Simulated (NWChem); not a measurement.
System: SnH$_{2}$OCl$_{2}$; SMILES [OH][SnH]([Cl])[Cl]

Here is an NWChem input.

```
start job
memory heap 200 mb stack 900 mb global 1100 mb
geometry units angstroms noautoz
  Sn    -0.350020     0.069068     0.335296
  O     -1.993695     0.242127    -0.723174
  Cl     1.006250     1.928436    -0.075892
  Cl     0.844575    -1.787826    -0.433522
  H     -0.771479    -0.070113     1.970515
  H     -1.825391     0.324759    -1.670257
end
basis spherical
  * library sto-3g
end
dft
  xc pbe0
  iterations 150
  mulliken
end
task dft energy
```

Output (shortened):

```
             Northwest Computational Chemistry Package (NWChem) 7.3.0
             --------------------------------------------------------

 CS  symmetry detected

                             Geometry "geometry" -> ""
                             -------------------------

 Output coordinates in angstroms (scale by  1.889725989 to convert to a.u.)

  No.       Tag          Charge          X              Y              Z
 ---- ---------------- ---------- -------------- -------------- --------------
    1 Sn                  50.0000    -0.31422974     0.29461616     0.00000000
    2 O                    8.0000    -1.91290993    -0.84389034     0.00000000
    3 Cl                  17.0000     0.98600254    -0.23851530     1.86846469
    4 Cl                  17.0000     0.98600254    -0.23851530    -1.86846469
    5 H                    1.0000    -0.80480295     1.91642938     0.00000000
    6 H                    1.0000    -1.70451708    -1.78659469     0.00000000

 Effective nuclear repulsion energy (a.u.)     617.1051019624

      Symmetry information
      --------------------

 Group name             Cs
 Group number              2
 Group order               2
 No. of unique centers     5

                                 NWChem DFT Module
                                 -----------------

 Summary of "ao basis" -> "ao basis" (spherical)
 ------------------------------------------------------------------------------
       Tag                 Description            Shells   Functions and Types
 ---------------- ------------------------------  ------  ---------------------
 Sn                          sto-3g                 11       27   5s4p2d
 O                           sto-3g                  3        5   2s1p
 Cl                          sto-3g                  5        9   3s2p
 H                           sto-3g                  1        1   1s

      Symmetry analysis of basis
      --------------------------

        a'         34
        a"         18

            General Information
            -------------------
          SCF calculation type: DFT
          Wavefunction type:  closed shell.
          No. of atoms     :     6
          No. of electrons :    94
           Alpha electrons :    47
            Beta electrons :    47
          Charge           :     0
          Spin multiplicity:     1
          Use of symmetry is: on ; symmetry adaption is: on
          Maximum number of iterations: 150
          AO basis - number of functions:    52
                     number of shells:    26
          Convergence on energy requested:  1.00D-06
          Convergence on density requested:  1.00D-05
          Convergence on gradient requested:  5.00D-04

              XC Information
              --------------
                         PBE0 Method XC Functional
                     Hartree-Fock (Exact) Exchange  0.250
          PerdewBurkeErnzerhof Exchange Functional  0.750
            Perdew 1991 LDA Correlation Functional  1.000 local
           PerdewBurkeErnz. Correlation Functional  1.000 non-local

             Grid Information
             ----------------
          Grid used for XC integration:  medium
          Radial quadrature: Mura-Knowles
          Angular quadrature: Lebedev.
          Tag              B.-S. Rad. Rad. Pts. Rad. Cut. Ang. Pts.
          ---              ---------- --------- --------- ---------
          Sn                  1.45      123           8.0       590
          O                   0.60       49           9.0       434
          Cl                  1.00       88          10.0       590
          H                   0.35       45          10.0       434
          Grid pruning is: on
          Number of quadrature shells:   350
          Spatial weights used:  Erf1

      Superposition of Atomic Density Guess
      -------------------------------------

 Sum of atomic energies:       -6947.00668554

      Non-variational initial energy
      ------------------------------

 Total energy =   -6946.904305
 1-e energy   =  -10850.179998
 2-e energy   =    3286.170591
 HOMO         =      -0.254740
 LUMO         =       0.199421

      Symmetry analysis of molecular orbitals - initial
      -------------------------------------------------

  Numbering of irreducible representations:

     1 a'          2 a"

  Orbital symmetries:

     1 a'          2 a'          3 a'          4 a"          5 a'
     6 a'          7 a"          8 a'          9 a'         10 a"
    11 a'         12 a'         13 a'         14 a"         15 a'
    16 a'         17 a"         18 a'         19 a"         20 a'
    21 a"         22 a'         23 a"         24 a'         25 a"
    26 a'         27 a'         28 a'         29 a"         30 a'
    31 a'         32 a"         33 a'         34 a'         35 a"
    36 a'         37 a"         38 a'         39 a'         40 a"
    41 a'         42 a'         43 a"         44 a"         45 a'
    46 a'         47 a"         48 a'         49 a"         50 a'
    51 a'         52 a'

     ---------------------------------------------
      Total Density - Mulliken Population Analysis
     ---------------------------------------------

    Atom       Charge   Shell Charges
 -----------   ------   -------------------------------------------------------
    1 Sn  50    48.10   2.00  2.00  6.00  2.00  5.99  2.01  5.98  0.97  1.18 10.00  9.98
    2 O    8     8.85   2.00  1.84  5.01
    3 Cl  17    17.64   2.00  2.00  5.99  1.97  5.67
    4 Cl  17    17.64   2.00  2.00  5.99  1.97  5.67
    5 H    1     1.12   1.12
    6 H    1     0.65   0.65

   convergence    iter        energy       DeltaE   RMS-Dens  Diis-err
 ---------------- ----- ----------------- --------- --------- ---------
 d= 0,ls=0.0,diis     1  -6950.4663201119 -7.57D+03  4.48D-02  5.51D-01
 d= 0,ls=0.0,diis     2  -6950.3847103530  8.16D-02  2.81D-02  1.32D+00
 d= 0,ls=0.0,diis     3  -6950.5960539038 -2.11D-01  6.89D-03  2.73D-02
 d= 0,ls=0.0,diis     4  -6950.6027992992 -6.75D-03  1.32D-03  1.91D-03
 d= 0,ls=0.0,diis     5  -6950.6032555603 -4.56D-04  1.25D-04  1.10D-05
  Resetting Diis
 d= 0,ls=0.0,diis     6  -6950.6032584129 -2.85D-06  1.19D-05  1.27D-07
 d= 0,ls=0.0,diis     7  -6950.6032584452 -3.23D-08  2.09D-06  1.16D-09

         Total DFT energy =    -6950.603258445177
      One electron energy =   -10840.422544595587
           Coulomb energy =     3499.615220669808
    Exchange-Corr. energy =     -226.901036481842
 Nuclear repulsion energy =      617.105101962445

 Numeric. integr. density =       93.999969764405

                  Occupations of the irreducible representations
                  ----------------------------------------------

                     irrep           alpha         beta
                     --------     --------     --------
                     a'               30.0         30.0
                     a"               17.0         17.0

                       DFT Final Molecular Orbital Analysis
                       ------------------------------------

 Vector   45  Occ=2.000000D+00  E=-2.513757D-01  Symmetry=a"
              MO Center=  9.7D-01, -2.3D-01,  3.9D-14, r^2= 4.5D+00
   Bfn.  Coefficient  Atom+Function         Bfn.  Coefficient  Atom+Function
  ----- ------------  ---------------      ----- ------------  ---------------
    41      0.579406  3 Cl pz                50      0.579406  4 Cl pz
    39     -0.404587  3 Cl px                48      0.404587  4 Cl px
    40      0.171737  3 Cl py                49     -0.171737  4 Cl py
    37     -0.159522  3 Cl pz                46     -0.159522  4 Cl pz
    35      0.111690  3 Cl px                44     -0.111690  4 Cl px

 Vector   46  Occ=2.000000D+00  E=-2.309568D-01  Symmetry=a'
              MO Center= -7.7D-01, -5.6D-01,  8.7D-15, r^2= 4.3D+00
   Bfn.  Coefficient  Atom+Function         Bfn.  Coefficient  Atom+Function
  ----- ------------  ---------------      ----- ------------  ---------------
    30      0.677679  2 O  px                39      0.353834  3 Cl px
    48      0.353834  4 Cl px                40      0.297592  3 Cl py
    49      0.297592  4 Cl py                29     -0.281574  2 O  s
    16     -0.152850  1 Sn py                14      0.128155  1 Sn s
    15     -0.126210  1 Sn px                35     -0.096634  3 Cl px

 Vector   47  Occ=2.000000D+00  E=-2.048331D-01  Symmetry=a"
              MO Center= -1.6D+00, -7.8D-01, -1.5D-15, r^2= 1.5D+00
   Bfn.  Coefficient  Atom+Function         Bfn.  Coefficient  Atom+Function
  ----- ------------  ---------------      ----- ------------  ---------------
    32      0.939928  2 O  pz                39      0.192095  3 Cl px
    48     -0.192095  4 Cl px                17      0.140327  1 Sn pz
    41      0.126166  3 Cl pz                50      0.126166  4 Cl pz
    26     -0.081444  1 Sn d  1              40     -0.053478  3 Cl py
    49      0.053478  4 Cl py                35     -0.051469  3 Cl px

 Vector   48  Occ=0.000000D+00  E= 7.876076D-02  Symmetry=a'
              MO Center=  2.3D-01,  2.0D-03,  4.7D-15, r^2= 3.3D+00
   Bfn.  Coefficient  Atom+Function         Bfn.  Coefficient  Atom+Function
  ----- ------------  ---------------      ----- ------------  ---------------
    14      0.994183  1 Sn s                 41      0.511330  3 Cl pz
    50     -0.511330  4 Cl pz                15      0.427900  1 Sn px
    51     -0.381421  5 H  s                 30     -0.341223  2 O  px
    38     -0.276673  3 Cl s                 47     -0.276673  4 Cl s
    39      0.265823  3 Cl px                48      0.265823  4 Cl px

 Vector   49  Occ=0.000000D+00  E= 1.367526D-01  Symmetry=a"
              MO Center= -2.6D-01,  1.8D-01, -5.8D-15, r^2= 3.1D+00
   Bfn.  Coefficient  Atom+Function         Bfn.  Coefficient  Atom+Function
  ----- ------------  ---------------      ----- ------------  ---------------
    17      1.116622  1 Sn pz                39      0.365874  3 Cl px
    48     -0.365874  4 Cl px                13     -0.324432  1 Sn pz
    41      0.309175  3 Cl pz                50      0.309175  4 Cl pz
    32     -0.302811  2 O  pz                38     -0.266231  3 Cl s
    47      0.266231  4 Cl s                 40     -0.151509  3 Cl py

 Vector   50  Occ=0.000000D+00  E= 1.649523D-01  Symmetry=a'
              MO Center= -7.7D-01, -7.4D-02, -1.4D-16, r^2= 2.6D+00
   Bfn.  Coefficient  Atom+Function         Bfn.  Coefficient  Atom+Function
  ----- ------------  ---------------      ----- ------------  ---------------
    15      0.957912  1 Sn px                29      0.599971  2 O  s
    30      0.536505  2 O  px                16      0.347994  1 Sn py
    52     -0.318890  6 H  s                 11     -0.275858  1 Sn px
    14     -0.247166  1 Sn s                 41      0.180513  3 Cl pz
    50     -0.180513  4 Cl pz                40     -0.123712  3 Cl py

     ---------------------------------------------
      Total Density - Mulliken Population Analysis
     ---------------------------------------------

    Atom       Charge   Shell Charges
 -----------   ------   -------------------------------------------------------
    1 Sn  50    48.95   2.00  2.00  6.00  2.00  5.99  2.01  5.98  1.10  1.92 10.00  9.95
    2 O    8     8.39   2.00  1.87  4.52
    3 Cl  17    17.38   2.00  2.00  5.99  2.00  5.40
    4 Cl  17    17.38   2.00  2.00  5.99  2.00  5.40
    5 H    1     1.10   1.10
    6 H    1     0.80   0.80

     -------------------------------------------
      Total Density - Lowdin Population Analysis
     -------------------------------------------

    Atom       Charge   Shell Charges
 -----------   ------   -------------------------------------------------------
    1 Sn  50    49.09   2.00  2.00  6.00  2.00  5.99  1.99  5.89  1.11  2.16 10.00  9.96
    2 O    8     8.30   2.00  1.75  4.56
    3 Cl  17    17.32   2.00  2.00  5.98  1.95  5.40
    4 Cl  17    17.32   2.00  2.00  5.98  1.95  5.40
    5 H    1     1.10   1.10
    6 H    1     0.86   0.86

     Multipole analysis of the density
     ---------------------------------

     L   x y z        total         alpha         beta         nuclear
     -   - - -        -----         -----         ----         -------
     0   0 0 0     -0.000000    -47.000000    -47.000000     94.000000

     1   1 0 0     -0.971220     -0.485610     -0.485610     -0.000000
     1   0 1 0      0.239584      0.119792      0.119792      0.000000
     1   0 0 1     -0.000000     -0.000000     -0.000000      0.000000

     2   2 0 0    -43.247943   -148.073095   -148.073095    252.898247
     2   1 1 0      1.118957     -2.640834     -2.640834      6.400624
     2   1 0 1      0.000000      0.000000      0.000000      0.000000
     2   0 2 0    -36.374467    -51.819532    -51.819532     67.264597
     2   0 1 1      0.000000      0.000000      0.000000      0.000000
     2   0 0 2    -46.424272   -235.153820   -235.153820    423.883369
```

Level: PBE0/STO-3G, non-relativistic. Geometry: optimised at PBE0/def2-SVP (def2 core potentials past Kr).
